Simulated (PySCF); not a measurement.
Name the molecule from its bond curve

A diatomic of charge 0 contains Bi. Its triplet curve at PBE0 in a double-zeta basis (scalar-relativistic core potentials, PySCF), in eV from the separated fragments:

(R (Å), E (eV)): (2.443, -1.130), (2.557, -1.455), (2.671, -1.631), (2.756, -1.692), (2.841, -1.707), (2.926, -1.688), (3.040, -1.623), (3.182, -1.498), (3.352, -1.312), (3.580, -1.043)

The fit gives ωe = 235 cm⁻¹ and the rotational constant Bₑ = 0.08789 cm⁻¹.

Q: Which atom is the partner?

A: The minimum lies at 2.833 Å, so the reduced mass is 16.8576 u Å² cm⁻¹/(Bₑ·Re²) = 23.90 u. With Bi at 208.98 u the partner weighs about 27.0 u: Al. The molecule is AlBi.

These are scalar-relativistic numbers at best; spin–orbit coupling would shift them, the dissociation energy most. The state is the lowest determinant that a PBE0 search found; another state may lie lower at other levels.
